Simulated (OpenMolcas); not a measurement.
# Ag2+: moving or changing the point charges

Ag2+ among 6 point charges of -1.7 e arranged as a trigonal antiprism (D3d), 1.84 Å from the ion, with a polar angle of 53.1° against the regular 54.74°. The active orbitals were held to one l.

| Property | Result |
| --- | --- |
| Program | OpenMolcas |
| Method | CASSCF |
| Basis | ANO-RCC-VDZP [6s5p3d1f] |
| Scalar Hamiltonian | DKH2, point nucleus |
| Active space | 9 electrons in 5 orbitals (4d) |
| State averaging | 2S+1 = 2 even, 5 roots |
| Spin-orbit coupling | state interaction with AMFI integrals over the reference wave functions |

Runs around this geometry, states (labels of D3, the rotations of D3d). Energies in cm-1 above the lowest state or level, χT in cm3 K/mol.

```csv
R (Å),Polar angle / regular,Ground state,First state of that spin,First gap with spin-orbit (degeneracies),χT at 300 K
1.84,0.89,2E,2A1 6199,"799.6 (2, 2)",0.660
1.68,0.97,2E,2A1 13368,"381.3 (2, 2)",0.558
1.84,0.97,2E,2A1 8993,"373.5 (2, 2)",0.643
```

Taking the first state of the same spin as R^-n, n = -ln(8993 / 13368) / ln(1.84 / 1.68) = 4.4 between the shortest and longest distance.

An orbital doublet at a regular site is open to a Jahn-Teller distortion, which this geometry leaves out. This is an electrostatic model: the charges have no orbitals. No measured value stands beside these numbers.
